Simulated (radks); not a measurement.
Problem. Ionisation of neutral palladium, [Kr] 4d10, to [Kr] 4d9 as the strength of local exchange is varied. Method: scalar-relativistic Kohn-Sham, Slater X-alpha exchange (alpha = 2/3 is LDA exchange), no correlation, spin-unpolarised, spherical densities, finite nucleus; Fermi nuclear charge, rms radius 4.5318 fm; computed with a radial shooting solver on a logarithmic mesh with Libxc functionals.

alpha  E(Pd) (hartree)  exchange (hartree)  IE (eV)  -e of the level emptied (eV)  <r> of it (bohr)
0.554      -5013.93929          -111.36659    6.836                    2.237 (4d)             1.676
0.58       -5019.17876          -116.72314    7.121                    2.443 (4d)             1.661
0.667      -5036.75327          -134.73147    8.124                    3.188 (4d)             1.612
0.929      -5090.07310          -189.74639   11.628                    5.974 (4d)             1.490
1.011      -5106.88234          -207.20499   12.873                    7.012 (4d)             1.457
1.039      -5112.63530          -213.19255   13.314                    7.385 (4d)             1.446
x          -5043.03124          -141.17963    8.501                    3.475 (4d)             1.596

Which alpha was used in the last row?

Solution. alpha = 0.698. NIST Atomic Spectra Database: 8.337 eV (measured). The Delta-SCF value meets it near alpha = 0.68. Spin polarisation and multiplet splitting are left out, so open shells lie too high by an amount that depends on their filling.

Beside tabulated values, note that spin-unpolarised runs miss the spin-polarisation part of the exchange energy of open shells.
